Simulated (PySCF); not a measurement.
Input of a run (PBE0-D3(BJ)/def2-SVP geometry optimisation, gas phase, def2 core potentials past Kr (PySCF 2.14.0)), started from GFN2-xTB:
```
{"job": {"xc": "PBE0", "basis": "def2-SVP", "d3": "d3bj", "grid": 1, "maxiter": 30, "kind": "geom"}, "charge": -3, "multiplicity": 1}
Ir     0.001530    -0.001010    -0.000410
Cl    -0.018810    -0.009460     2.367630
Cl     0.017770     0.009300    -2.368630
Cl     2.369180     0.002920     0.018910
Cl    -2.367470     0.002260    -0.020280
Cl    -0.009560     2.365790     0.010970
Cl     0.007370    -2.369810    -0.008180
```

Output (energies in Eh, forces in Eh/bohr):
```
step   0  E = -2863.81632676  max force = 0.014842
step   1  E = -2863.82122815  max force = 0.000459
step   2  E = -2863.82120885  max force = 0.000663
step   3  E = -2863.82123681  max force = 0.000134
optimisation converged
```

Question: Summarise the run.

Answer: The energy falls by 3.1 kcal/mol over 4 energy and gradient evaluations, the largest force component goes from 0.0148 to 1.3e-04 Eh/bohr, and the atoms move by 0.060 Å rms after alignment. Among the bonds, Ir1–Cl2, Ir1–Cl3, Ir1–Cl4, Ir1–Cl6 and Ir1–Cl7 change most and about equally (+0.064 to +0.065 Å). Bonds longer at the end by more than 0.005 Å: 6 of 6; shorter: 0. The energy rose by more than 1e-6 Eh at step 2. The first step brought 100 % of the lowering.

Question: What are the final bond lengths?

Answer: Ir1–Cl2 2.432 Å, Ir1–Cl3 2.432 Å, Ir1–Cl4 2.432 Å, Ir1–Cl5 2.432 Å, Ir1–Cl6 2.432 Å, Ir1–Cl7 2.433 Å. Numbering counts from 1 in the input's order; the species is [IrCl6]3- (`[Cl][Ir-3]([Cl])([Cl])([Cl])([Cl])[Cl]`).

The run used 140 basis functions and 29 SCF cycles in all. Time: 55 s wall; peak memory 0.57 GiB. Hardware: one thread, Arm Neoverse V2 (aarch64), shared host with 96 logical CPUs at a one-minute load of 32.

No PBE0-D3(BJ)/def2-SVP frequencies stand behind this structure, so it isn't proved a minimum. Whether so highly charged an anion holds all its electrons in the gas phase wasn't checked; a finite basis holds them in any case. The ion is multiply charged and computed without counter-ions or solvent. The geometry's basis has no diffuse functions, a weakness for an anion.
